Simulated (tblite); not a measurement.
C4H7ClO2Si.
Cartesian coordinates in Å at the GFN2-xTB level; atoms count from 1:
```
atom  x, y, z in Å
O1    -1.5598    1.5992   -0.3676
C2    -2.2587    0.6669   -0.0554
C3    -1.7178   -0.6119    0.4653
C4    -0.3644   -0.8440   -0.2113
O5    -0.0803   -1.9138   -0.6767
Si6    0.7718    0.7172   -0.2824
C7     2.5015   -0.1089   -0.1839
Cl8    2.6698   -0.7955    1.4560
H9    -3.3526    0.7222   -0.1825
H10   -1.4939   -0.4959    1.5283
H11   -2.4077   -1.4465    0.3337
H12    0.6519    1.5094    0.9359
H13    0.6818    1.3598   -1.5885
H14    2.6281   -0.9361   -0.8775
H15    3.3260    0.5859   -0.3152
```

Calculated harmonic vibrations of the isolated species, GFN2-xTB (tblite), most abundant isotopes, no scaling. This tight-binding method is rough: wavenumbers can miss measured ones by several per cent, in bad cases by 10 to 20. Modes of hydrogen on silicon can be 10 to 20 % off. One conformer, not necessarily the lowest.

Harmonic wavenumbers (cm⁻¹): 43.9, 54.7, 87.2, 131.5, 137.2, 186.5, 236.0, 272.3, 371.1, 419.4, 515.7, 598.4, 629.5, 645.1, 649.9, 723.7, 733.7, 756.5, 787.9, 797.3, 910.2, 1017.7, 1042.5, 1055.0, 1087.9, 1186.1, 1243.3, 1346.8, 1397.4, 1430.6, 1721.2, 1775.8, 2302.4, 2319.1, 2819.7, 2961.1, 2995.2, 3007.6, 3011.6.

A = 2530, B = 841.8, C = 747.4 MHz; mass 149.990 u (most abundant isotopes); point group C1, symmetry number 1.

Task: Zero-point energy?

Result: ½Σν̃ = 21704 cm⁻¹ = 259.64 kJ/mol.

Task: What is S at 298.15 K and 1 bar for an ideal gas of classical rigid rotors and harmonic oscillators?

Result: Translation 171.35, rotation 124.23, vibration 129.19: S = 424.8 J/(mol K).

Task: And Cp and H(298.15 K) − H(0)?

Result: Cp = 156.05 J/(mol K), of which vibrations give 122.79 (their classical limit is 39 R = 324.3); H(298.15 K) − H(0) = 29.41 kJ/mol without the zero-point energy, 19.50 from vibrations.

Task: What must be added to the electronic energy to get the Gibbs energy at 298.15 K and 1 bar?

Result: ZPE + [H(298.15 K) − H(0)] − T·S = 259.64 + 29.41 − 126.64 = 162.41 kJ/mol.

Task: Which modes carry the vibrational entropy at 298.15 K?

Result: 43.9 cm⁻¹: 21.23; 54.7 cm⁻¹: 19.41; 87.2 cm⁻¹: 15.57; 131.5 cm⁻¹: 12.23; 137.2 cm⁻¹: 11.89; 186.5 cm⁻¹: 9.47 J/(mol K); the other 33 give 39.38 together.

Task: How do the functions run with temperature in this model?

Result: 
```tsv
T (K)	S (J/(mol K))	Cp (J/(mol K))	H − H(0) (kJ/mol)	G − H(0) (kJ/mol)	ln q(vib)
150	338.6	100.6	10.37	-40.43	3.61
250	398.9	138.5	22.32	-77.40	6.39
400	475.3	188.4	47.02	-143.11	10.31
600	561.1	234.3	89.63	-247.02	15.17
900	664.8	276.5	166.82	-431.53	21.70
```

q(vib) and H(0) count from the zero-point level.

Task: Blend soft modes into free rotors: weight 1/[1 + (100 cm⁻¹/ν̃)⁴] for the oscillator and the rest for a rotor with moment μB/(μ + B), μ = h/(8π²ν), B = 10⁻⁴⁴ kg m². What vibrational entropy results?

Result: 116.47 J/(mol K) in place of 129.19, which changes −T·S at 298.15 K by +3.79 kJ/mol.

Hindered rotation and anharmonicity are outside this model. Other conformers, if any are populated, would add a mixing term that is left out. The structure is chiral; the term R ln 2 for an equal mix with its mirror image is left out.
